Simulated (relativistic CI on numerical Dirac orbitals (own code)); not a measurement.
# Radial parameters of Tm LXVII

Calculated at this level of theory: Dirac-Coulomb-Breit CI, separate exchange-only KLI orbitals for each configuration, model QED, unscaled Slater integrals (own radial code, finite nucleus).

Slater integrals F^k, G^k are unscaled and averaged over j, outside the closed core 1s2; ζ comes from projecting the Hamiltonian with its Breit term on Σ l·s of the shell.

- 2p: ζ(2p) = 5.8895e+06 cm⁻¹; <r>(2p) = 0.07029, <r^2>(2p) = 0.006004 (bohr units).
- 3p: ζ(3p) = 1.7548e+06 cm⁻¹; <r>(3p) = 0.1779, <r^2>(3p) = 0.03672 (bohr units).
- 3d: ζ(3d) = 303210 cm⁻¹; <r>(3d) = 0.1536, <r^2>(3d) = 0.02705 (bohr units).

Averages of the first 10 configurations, taken without configuration mixing, which lowers the lowest level and can move excited configurations by several eV; other configurations of the list can lie among them:

```csv
Configuration,Parity,States,Average energy above the lowest level (eV)
2s,even,2,0.0
2p,odd,6,904.2
3s,even,2,9501.1
3p,odd,6,9765.9
3d,even,10,9943.3
4s,even,2,12760.8
4p,odd,6,12871.2
4d,even,10,12946.0
4f,odd,14,12973.2
5s,even,2,14245.9
```
